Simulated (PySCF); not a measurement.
C4H2F2.

```xyz
8

C     -0.8584     2.1892     0.0000
C     -0.2317     1.1513     0.0000
C      0.5059    -0.0605     0.0000
F      1.8377     0.0469     0.0000
C     -0.0286    -1.2897     0.0000
F     -1.3358    -1.4747     0.0000
H     -1.4162     3.1080     0.0000
H      0.5757    -2.1999     0.0000
```

Coordinates come from a PBE0-D3(BJ)/def2-SVP optimisation. The structure was generated by enumeration; whether it is a known compound was not checked.

These are HF/pcSseg-1 (PySCF) values and carry that method's errors. Non-relativistic, no solvent.

Task: Give the absolute GIAO shielding of each atom: isotropic value and principal components (ppm). (Estimate from the structure and the level; the computed values follow.)

Result: 
| atom | σ(iso) | σ11 | σ22 | σ33 | span |
|---|---|---|---|---|---|
| C1 | 83.9 | 26.5 | 47.5 | 177.6 | 151.1 |
| C2 | 129.9 | 23.1 | 30.0 | 336.6 | 313.5 |
| C3 | 48.5 | -49.5 | 89.0 | 106.1 | 155.6 |
| F4 | 394.5 | 354.9 | 400.5 | 428.2 | 73.2 |
| C5 | 33.7 | -74.6 | 72.7 | 102.9 | 177.4 |
| F6 | 388.5 | 323.7 | 378.5 | 463.1 | 139.4 |
| H7 | 27.1 | 23.7 | 23.9 | 33.7 | 10.0 |
| H8 | 23.8 | 22.0 | 22.5 | 27.0 | 5.0 |
